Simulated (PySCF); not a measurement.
# Atomic charges against the basis set

Species: CF3(CH2)2OH, C₃H₅F₃O.
Geometry (PBE0-D3(BJ)/def2-SVP, Å), atoms numbered from 1 in this order:
```
atom  x, y, z in Å
O1     0.5857   -1.5705    1.6929
C2     0.7623   -0.6388    0.6657
C3    -0.5629   -0.0619    0.1815
C4    -0.4127    0.9307   -0.9379
F5    -1.5998    1.3776   -1.3559
F6     0.3055    1.9974   -0.5598
F7     0.2086    0.3915   -1.9937
H8     0.2638   -1.1056    2.4721
H9     1.4398    0.1869    0.9560
H10    1.2490   -1.1703   -0.1658
H11   -1.2194   -0.8722   -0.1684
H12   -1.0854    0.4542    1.0029
```

PBE0 throughout (PySCF), one geometry, spherical d and f functions. Geometry: PBE0-D3(BJ)/def2-SVP, one conformer, isolated molecule. Atoms taken as equivalent share a column and are averaged. The first 7 of 8 kinds of atom are listed.

Mulliken charges (e):

```tsv
basis	functions	O1	C2	C3	C4	F5/F6/F7	H8	H9/H10
STO-3G	40	-0.285	-0.050	-0.193	+0.336	-0.119	+0.203	+0.082
pcSseg-0	73	-0.664	-0.103	-0.631	+0.963	-0.331	+0.372	+0.248
6-31G	73	-0.607	-0.086	-0.431	+0.782	-0.281	+0.375	+0.193
6-31G*	108	-0.639	-0.078	-0.500	+0.945	-0.305	+0.417	+0.181
cc-pVDZ	123	-0.270	+0.099	-0.148	+0.465	-0.172	+0.145	+0.050
def2-SVP	123	-0.324	+0.139	-0.159	+0.504	-0.188	+0.173	+0.047
pcSseg-1	144	-0.444	+0.059	-0.349	+0.769	-0.270	+0.226	+0.126
aug-cc-pVDZ	206	-0.493	+0.890	+0.145	+1.561	-0.486	+0.110	-0.241
6-311+G(2d,p)	219	-0.386	-0.090	-0.319	+0.782	-0.299	+0.261	+0.155
def2-TZVP	247	-0.428	-0.077	-0.245	+0.434	-0.163	+0.307	+0.121
cc-pVTZ	280	-0.318	+0.001	-0.269	+0.483	-0.162	+0.200	+0.086
IGLO-III	295	-0.409	-0.111	-0.242	+0.493	-0.194	+0.283	+0.135
pcSseg-2	322	-0.389	+0.169	-0.101	+0.699	-0.248	+0.190	+0.044
```

IAO charges (e):

```tsv
basis	functions	O1	C2	C3	C4	F5/F6/F7	H8	H9/H10
STO-3G	40	-0.332	-0.132	-0.337	+0.449	-0.146	+0.243	+0.129
pcSseg-0	73	-0.497	-0.078	-0.352	+0.744	-0.263	+0.332	+0.149
6-31G	73	-0.519	-0.081	-0.337	+0.741	-0.266	+0.345	+0.152
6-31G*	108	-0.528	-0.044	-0.327	+0.814	-0.283	+0.344	+0.137
cc-pVDZ	123	-0.529	-0.043	-0.328	+0.809	-0.282	+0.347	+0.137
def2-SVP	123	-0.526	-0.040	-0.323	+0.810	-0.283	+0.344	+0.135
pcSseg-1	144	-0.537	-0.043	-0.326	+0.812	-0.286	+0.349	+0.140
aug-cc-pVDZ	206	-0.555	-0.047	-0.329	+0.820	-0.289	+0.361	+0.144
6-311+G(2d,p)	219	-0.555	-0.048	-0.331	+0.819	-0.289	+0.361	+0.145
def2-TZVP	247	-0.552	-0.046	-0.333	+0.830	-0.291	+0.359	+0.143
cc-pVTZ	280	-0.550	-0.047	-0.334	+0.828	-0.290	+0.359	+0.143
IGLO-III	295	-0.557	-0.048	-0.332	+0.824	-0.290	+0.362	+0.145
pcSseg-2	322	-0.555	-0.046	-0.334	+0.829	-0.291	+0.361	+0.144
```

Hirshfeld charges (e):

| basis | functions | O1 | C2 | C3 | C4 | F5/F6/F7 | H8 | H9/H10 |
| --- | --- | --- | --- | --- | --- | --- | --- | --- |
| STO-3G | 40 | -0.185 | +0.058 | -0.052 | +0.254 | -0.089 | +0.124 | +0.014 |
| pcSseg-0 | 73 | -0.231 | +0.015 | -0.090 | +0.261 | -0.096 | +0.170 | +0.036 |
| 6-31G | 73 | -0.236 | +0.016 | -0.086 | +0.262 | -0.101 | +0.169 | +0.040 |
| 6-31G* | 108 | -0.229 | +0.012 | -0.085 | +0.250 | -0.095 | +0.168 | +0.036 |
| cc-pVDZ | 123 | -0.212 | +0.001 | -0.102 | +0.247 | -0.088 | +0.167 | +0.035 |
| def2-SVP | 123 | -0.220 | +0.002 | -0.103 | +0.257 | -0.092 | +0.169 | +0.036 |
| pcSseg-1 | 144 | -0.223 | 0.000 | -0.105 | +0.262 | -0.093 | +0.168 | +0.038 |
| aug-cc-pVDZ | 206 | -0.219 | -0.008 | -0.111 | +0.255 | -0.092 | +0.165 | +0.043 |
| 6-311+G(2d,p) | 219 | -0.222 | -0.004 | -0.106 | +0.255 | -0.095 | +0.167 | +0.043 |
| def2-TZVP | 247 | -0.222 | -0.006 | -0.106 | +0.253 | -0.093 | +0.169 | +0.041 |
| cc-pVTZ | 280 | -0.218 | -0.006 | -0.107 | +0.253 | -0.091 | +0.168 | +0.040 |
| IGLO-III | 295 | -0.220 | -0.009 | -0.110 | +0.255 | -0.093 | +0.166 | +0.043 |
| pcSseg-2 | 322 | -0.221 | -0.009 | -0.108 | +0.254 | -0.093 | +0.167 | +0.043 |

ESP-fitted charges (e):

```csv
basis,functions,O1,C2,C3,C4,F5/F6/F7,H8,H9/H10
STO-3G,40,-0.497,+0.261,-0.352,+0.525,-0.158,+0.318,+0.005
pcSseg-0,73,-0.760,+0.489,-0.544,+0.879,-0.276,+0.460,-0.009
6-31G,73,-0.750,+0.432,-0.479,+0.759,-0.251,+0.467,+0.006
6-31G*,108,-0.635,+0.296,-0.304,+0.439,-0.161,+0.413,+0.020
cc-pVDZ,123,-0.596,+0.308,-0.326,+0.539,-0.189,+0.389,+0.011
def2-SVP,123,-0.629,+0.354,-0.356,+0.558,-0.195,+0.401,+0.004
pcSseg-1,144,-0.657,+0.371,-0.366,+0.587,-0.204,+0.412,+0.007
aug-cc-pVDZ,206,-0.631,+0.330,-0.387,+0.557,-0.196,+0.396,+0.022
"6-311+G(2d,p)",219,-0.652,+0.318,-0.357,+0.540,-0.195,+0.413,+0.026
def2-TZVP,247,-0.636,+0.317,-0.363,+0.522,-0.188,+0.408,+0.022
cc-pVTZ,280,-0.609,+0.298,-0.351,+0.500,-0.180,+0.394,+0.023
IGLO-III,295,-0.630,+0.312,-0.373,+0.516,-0.186,+0.400,+0.027
pcSseg-2,322,-0.641,+0.339,-0.411,+0.600,-0.207,+0.405,+0.021
```

Some averages cover members that differ in this geometry, most widely: H9/H10, ESP-fitted in 6-311+G(2d,p) -0.016 to +0.069; H9/H10, ESP-fitted in IGLO-III -0.015 to +0.069; H9/H10, ESP-fitted in aug-cc-pVDZ -0.020 to +0.064; H9/H10, ESP-fitted in def2-TZVP -0.019 to +0.064 e.

Which scheme is steadiest as the basis changes?

Largest range over the bases for any column: Hirshfeld 0.07 e, IAO 0.38 e, ESP-fitted 0.44 e, Mulliken 1.22 e. Hirshfeld charges move least and Mulliken charges most, counted in e. Without the minimal STO-3G basis the ranges are Hirshfeld 0.03, IAO 0.09, ESP-fitted 0.44, Mulliken 1.13 e.

How much do the charges still move between the two largest bases, IGLO-III and pcSseg-2?

At most, over all atoms: Mulliken 0.280 e, IAO 0.005 e, Hirshfeld 0.001 e, ESP-fitted 0.084 e.

What do the same runs give for the total energy, the frontier levels and the dipole moment?

```tsv
basis	energy (Eh)	HOMO (eV)	LUMO (eV)	μ (D)
STO-3G	-484.8147	-4.41	8.67	1.33
pcSseg-0	-490.4311	-8.16	1.55	2.04
6-31G	-491.4442	-8.18	1.81	2.13
6-31G*	-491.5745	-8.01	2.13	1.81
cc-pVDZ	-491.6163	-8.07	1.51	1.87
def2-SVP	-491.2201	-8.18	1.41	1.91
pcSseg-1	-491.5498	-8.37	1.02	1.90
aug-cc-pVDZ	-491.6609	-8.47	-0.32	1.86
6-311+G(2d,p)	-491.7527	-8.51	-0.01	1.94
def2-TZVP	-491.8019	-8.43	0.71	1.93
cc-pVTZ	-491.7781	-8.35	0.83	1.88
IGLO-III	-491.8107	-8.47	0.34	1.89
pcSseg-2	-491.8005	-8.50	0.22	1.92
```

The dipole is fixed by the density alone, so its range of 0.80 D shows that the density itself changes with the basis, not only its division among atoms.
